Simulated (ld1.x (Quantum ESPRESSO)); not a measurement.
Pt (Z = 78): TM semilocal pseudisation with LDA (PZ), scalar-relativistic reference atom.

| Property | Result |
| --- | --- |
| Element | Pt |
| Generator | ld1.x (Quantum ESPRESSO) 7.5 |
| Type | norm-conserving Troullier–Martins (semilocal form) |
| Functional | LDA (PZ) |
| Relativity | scalar-relativistic |
| Frozen core | [Kr] 4d10 4f14 |
| Valence charge | 18 |
| Reference configuration | 5s2 5p6 5d9 6s1 6p0 |
| Partial waves | 5s (bound): rc 1.65 bohr; 5p (bound): rc 1.95 bohr; 5d (bound): rc 1.90 bohr; 5f channel at -0.1 Ry: rc 2.05 bohr |
| Local potential | the f channel |
| Core correction | a·sin(br)/r model core inside 1.84 bohr |

Occupied shells without a wave of their own: 6s. They enter only through the test configuration that unscreens the potential, and ld1.x also counts them in the model core charge.

Poles of the logarithmic derivatives, all-electron (AE) and pseudo (PS). s: poles at -7.5, 3.5 (AE) and -7.9, 0.8 (PS) Ry. p: poles at -4.0 (AE) and -4.4, 4.1 (PS) Ry. d: poles at 0.3 (AE) and -0.1 (PS) Ry. f: poles at 5.0 (AE) and 4.5 (PS) Ry. Test radius 2.25 bohr.

- Configuration tests: no test is counted, since the test run did not reproduce the reference configuration

A Bessel basis up to 400 Ry misses an occupied level by 0.46 Ry, so cutoffs and ghosts were not judged. The potential misses its own reference levels by up to 6.3 eV, so it is not fit for use. ld1.x takes every shell without a wave as core, so the model core holds the 6s electrons as well and exchange and correlation see them twice. This cancels in the reference configuration, but the file is broken for other ones, and its errors say nothing about a proper core correction.
